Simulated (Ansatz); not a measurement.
`BI` + `CBNC` → `BN(C)BC` + HI  (ligand exchange at a B–I bond)

Program: Ansatz. Geometries: PBE0-D4/def2-TZVP. ΔE: electronic, gas phase. CCSD(T)/CBS adds triple-zeta CCSD(T) − MP2 to the extrapolated MP2 energy (def2 sets, frozen cores). Elements past krypton have def2 core potentials. For I outer-core shells are correlated without core-valence functions, which leaves a few kJ/mol of doubt a bond. One conformer a species, not always the lowest.

| level | ΔE (kcal/mol) |
| --- | --- |
| SCS-MP2/def2-TZVPP | -6.7 |
| HF/CBS(def2) | -6.9 |

Task: What does CCSD(T)/CBS give? (Best estimate.)

Result: Computed: -6.5 kcal/mol. The listed levels differ from it by -0.2, -0.4 kcal/mol.

Largest T1 diagnostic among the species: 0.012.

From PBE to PBE0 (25 % exact exchange), in def2-TZVPP and without D4, ΔE moves by −0.8 kcal/mol. The D4 term adds −1.3 kcal/mol with B3LYP and −0.8 kcal/mol with PBE0; it sums over pairs of atoms, weighted by their polarisabilities, and B3LYP, whose exchange is more repulsive, gets the larger term.

B3LYP here is the variant with VWN-RPA as its local correlation; programs differ in this.
